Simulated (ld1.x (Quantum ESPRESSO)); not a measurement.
## beryllium: excitation energies, all-electron against TM

| Quantity | Value |
| --- | --- |
| Element | beryllium (Be) |
| Generator | ld1.x (Quantum ESPRESSO) 7.5 |
| Type | norm-conserving Troullier–Martins (Kleinman–Bylander form) |
| Functional | revPBE |
| Relativity | scalar-relativistic |
| Frozen core | none |
| Valence charge | 4 |
| Reference configuration | 1s2 2s2 2p0 |
| Partial waves | 1s (bound): rc 0.50 bohr; 2p (bound, empty): rc 2.60 bohr |
| Local potential | all-electron potential smoothed inside 1.35 bohr (lloc = -1) |
| Core correction | none |

Occupied shells without a wave of their own: 2s. They enter only through the test configuration that unscreens the potential.

Energies are relative to the spin-unpolarised reference configuration 1s2 2s2 2p0; without spin polarisation the order of configurations can differ from experiment.

| valence configuration | charge | ΔE all-electron (eV) | error AE − PS (meV) |
| --- | --- | --- | --- |
| 1s2 2s1 2p0 | +1 | 9.558 | +892 |
| 1s2 2s0 2p0 | +2 | 27.531 | +2414 |
| 1s2 2s1.5 2p0 | +0.5 | 3.764 | +379 |
| 1s2 2s0 2p1 | +1 | 13.508 | +1734 |
| 1s2 2s0 2p2 | 0 | 7.316 | +1329 |
| 1s2 2s1 2p1 | 0 | 3.646 | +650 |

(1) What are ΔE and the potential's error for 1s1 2s2 2p0?

Levels in the configuration 1s2 2s1 2p0:

```json
{"level": "1s", "all-electron (eV)": "-117.941", "pseudo (eV)": "-117.031"}
{"level": "2s", "all-electron (eV)": "-13.704", "pseudo (eV)": "-12.536"}
```

The potential misses its own reference levels by up to 0.6 eV.

Results:

(1) ΔE = 128.440 eV all-electron; the error (AE − PS) is -621 meV.

The 2s level has no wave, so the channel is fitted at the deeper level alone: the likely source of the large errors.
